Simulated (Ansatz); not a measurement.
A nudged elastic band was laid between two geometries of H$_{6}$OSi$_{3}$ (10 atoms, charge 0, multiplicity 1).

Level of theory: Ansatz 0.2.0, UKS revPBE-D4/STO-3G.

| Quantity | Value |
| --- | --- |
| movable images | 7 |
| climbing image | yes |
| spring | 5.0 eV/Å² |
| optimiser | quadratic models (default) |
| start path | through a guess of the saddle point |
| force threshold | 0.5 eV/Å |
| iteration limit | 60 |
| end points | relaxed |

First end point:

```xyz
10
Properties=species:S:1:pos:R:3
O -0.229 1.607 -0.085
Si -0.990 0.309 -1.016
Si 0.197 -1.291 0.070
Si 0.859 0.687 0.963
H -0.752 0.497 -2.453
H -2.448 0.337 -0.841
H 1.177 -2.049 -0.704
H -0.538 -2.211 0.932
H 0.557 0.952 2.376
H 2.250 1.111 0.761
```

Last end point:

```xyz
10
Properties=species:S:1:pos:R:3
O 0.154 1.461 0.167
Si -0.700 0.244 -0.890
Si 0.277 -1.408 0.308
Si 1.442 0.404 1.262
H -0.260 0.577 -2.250
H -2.104 0.661 -0.805
H 0.916 -2.303 -0.659
H -0.777 -2.216 0.928
H 0.436 0.446 2.382
H 0.701 2.084 -0.440
```

Which bonds break or form, and what moves?

Bonds broken: Si4–H10. Bonds formed: O1–H10.

What energy profile does the band end with?

It converged. The highest image is number 5 of 0 to 8, 2.77 eV above the first end and 1.16 eV above the last; the last end lies 1.61 eV above the first. The threshold of 0.5 eV/Å is loose, so the images may lie well off the minimum-energy path. Neighbouring images differ by up to 1.3 eV, so the band resolves the path poorly. The order of the stationary point at the top wasn't checked. The orbitals stay closed-shell, which can raise the energy where a bond breaks towards radicals; this wasn't checked here. Limits of this set-up: minimal basis.

```json
{"image": "0", "path coordinate (Å)": "0.00", "energy (eV)": "0.00", "Si4–H10 (Å)": "1.47", "O1–H10 (Å)": "2.67"}
{"image": "1", "path coordinate (Å)": "0.47", "energy (eV)": "0.01", "Si4–H10 (Å)": "1.47", "O1–H10 (Å)": "2.67"}
{"image": "2", "path coordinate (Å)": "0.94", "energy (eV)": "0.04", "Si4–H10 (Å)": "1.47", "O1–H10 (Å)": "2.65"}
{"image": "3", "path coordinate (Å)": "1.41", "energy (eV)": "0.32", "Si4–H10 (Å)": "1.46", "O1–H10 (Å)": "2.41"}
{"image": "4", "path coordinate (Å)": "1.89", "energy (eV)": "1.61", "Si4–H10 (Å)": "1.46", "O1–H10 (Å)": "1.96"}
{"image": "5", "path coordinate (Å)": "2.36", "energy (eV)": "2.77", "Si4–H10 (Å)": "1.56", "O1–H10 (Å)": "1.45"}
{"image": "6", "path coordinate (Å)": "2.78", "energy (eV)": "2.31", "Si4–H10 (Å)": "1.87", "O1–H10 (Å)": "1.09"}
{"image": "7", "path coordinate (Å)": "3.19", "energy (eV)": "1.78", "Si4–H10 (Å)": "2.24", "O1–H10 (Å)": "1.03"}
{"image": "8", "path coordinate (Å)": "3.61", "energy (eV)": "1.61", "Si4–H10 (Å)": "2.50", "O1–H10 (Å)": "1.03"}
```

What is the geometry of the highest image?


```xyz
10
Properties=species:S:1:pos:R:3:forces:R:3
O -0.260 1.534 0.259 -0.13 -0.06 0.04
Si -0.850 0.320 -0.939 -0.03 0.01 0.03
Si 0.228 -1.349 0.144 -0.02 0.04 -0.04
Si 1.215 0.514 1.043 -0.25 0.07 -0.07
H -0.325 0.623 -2.274 -0.02 -0.02 0.00
H -2.308 0.451 -1.020 -0.02 -0.01 0.00
H 0.979 -2.272 -0.701 0.05 -0.02 0.00
H -0.635 -2.140 1.022 0.03 0.02 -0.02
H 0.879 0.609 2.487 0.07 0.06 -0.05
H 1.161 1.658 -0.020 0.31 -0.08 0.11
```

The band took 10 iterations and roughly 110 core-seconds.

Time of the run: 110 s on 1 thread of Intel(R) Xeon(R) 6975P-C (Granite Rapids) (shared host), peak memory 0.14 GiB.
